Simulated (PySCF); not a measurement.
C5H6F2O3.
Structure used (PBE0-D3(BJ)/def2-SVP), in Å, numbered top down from 1:
```xyz
16
C5H6F2O3 angstrom
C     -3.5853   -0.0776   -0.1231
C     -2.3704   -0.3490    0.3386
O     -1.2622   -0.0685   -0.4229
C     -0.0443   -0.3589    0.0715
O      0.1592   -0.8678    1.1364
C      1.0133    0.0816   -0.9169
O      2.2959   -0.3403   -0.5708
C      2.8919    0.2943    0.4776
F      3.0045    1.6188    0.2195
F      4.1160   -0.2118    0.5805
H     -4.4572   -0.3027    0.4915
H     -3.7328    0.3674   -1.1094
H     -2.1470   -0.7943    1.3107
H      0.7766   -0.3547   -1.8978
H      0.9504    1.1785   -1.0309
H      2.3497    0.1727    1.4304
```

Linear response at PBE0/def2-SVPD (PySCF, frozen core in the response, non-relativistic). Isolated species at its PBE0-D3(BJ)/def2-SVP geometry (one conformer only).

Static isotropic polarisability: 76.66 au (11.36 Å³), principal values 55.4, 67.5, 107.1 au.

Question: What is the polarisability at 1064 nm and at the sodium D line?

Answer: 77.35 au at 1064 nm (+0.9 %), 79.02 au at 589.3 nm (+3.1 %). The rise at 589.3 nm is 3.42 times that at 1064 nm; a pure ω² law gives 3.26. The lowest singlet lies at 215 nm, shorter than both wavelengths.

Question: What is the isotropic C6 coefficient between two such molecules, C6 = (3/π)∫α(iω)² dω?

Answer: 2652 au (Eh·bohr⁶) by a ten-point quadrature over imaginary frequencies, which is 1580 eV·Å⁶ or 153 J·nm⁶/mol.

Question: Which effective excitation energy ω̄ makes London's formula C6 = (3/4)α²ω̄ exact here?

Answer: ω̄ = 4·C6/(3α²) = 0.602 Eh = 16.4 eV. A one-pole form α(ω) = α/(1 − ω²/ω̄²) fitted to the 1064 nm value gives 12.3 eV.

Question: What three-body coefficient follows from the one-pole estimate C9 = (3/4)·α·C6?

Answer: 153000 au. This is an estimate from the two numbers above, not a computed integral.

Question: What n − 1 at the D line would an ideal gas of it have at 273.15 K and 1 atm (2.6868 × 10¹⁹ cm⁻³), by n − 1 = 2π·N·α′?

Answer: 19.77 × 10⁻⁴, a formal value whether or not that pressure can be reached.

Question: The lowest 6 singlets have (eV, f): 5.76, 0.001; 6.12, 0.325; 7.19, 0.032; 7.34, 0.003; 7.53, 0.219; 7.73, 0.001. What share of the static polarisability do they carry in the sum over states α = Σ f/ω²?

Answer: 9.82 au, 12.8 % of α; the largest term, 6.43 au, is that of the state at 6.12 eV. Their oscillator strengths add up to 0.58. Higher states carry the rest.

Question: What does −C6/R⁶ come to at R = 12 Å between centres?

Answer: -51 J/mol. This is the leading, orientation-averaged term; C8 and higher terms are left out.

Question: How many electrons N does the Slater–Kirkwood formula C6 = (3/4)·√N·α^(3/2) need to give this C6?

Answer: N = (4·C6/3)²/α³ = 27.8; the species has 78 electrons in all.

Question: How anisotropic is the static polarisability, by Δα² = ½[(α1 − α2)² + (α2 − α3)² + (α3 − α1)²]?

Answer: Δα = 46.9 au, or 0.61 of the isotropic value.

The run took about 2.9 min of CPU time (one thread, shared machine). This is the whole response run at PBE0/def2-SVPD, SCF included.
